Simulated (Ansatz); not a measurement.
Species: SiH3Te, charge 0, doublet. SiH3Te (SMILES [Te][SiH3], doublet).
B3LYP-D3(BJ)/def2-TZVP minimum from Ansatz (a program for electronic structure):
```
Si
H 1 1.4798
H 1 1.4798 2 109.25
H 1 1.4821 2 109.65 3 120.19
Te 1 2.5045 2 111.38 3 -123.47
```
Charge 0, spin multiplicity 2.

Atomisation energy term by term, kcal/mol (programs: Ansatz). UHF or UKS for unpaired electrons; spin-orbit terms are left out. Correlated methods leave the cores frozen (noble-gas shells, and filled d and f shells in the p block). Past Kr the def2 sets carry scalar-relativistic core potentials. CBS(X,Y): correlation extrapolated as X^-3, Hartree-Fock from the larger set. A bracket is a step between two methods taken in the basis named. For partners of very few electrons the exact lower level stands in for a higher one. Spin-orbit terms, left out, reach several kcal/mol for Br and I, and more for heavier atoms.

| term | basis | kcal/mol |
|---|---|---|
| Hartree-Fock | def2-QZVPP | 220.87 |
| CCSD correlation | CBS(def2-TZVPP,def2-QZVPP) | 69.71 |
| (T) | CBS(def2-TZVPP,def2-QZVPP) | 3.15 |
| CCSDT(Q) - CCSD(T) | def2-TZVPP | 0.17 |
| sum: De |  | 293.9 |

The step beyond CCSD(T) by other levels: CCSDT(Q) in def2-SVP 0.32 kcal/mol.
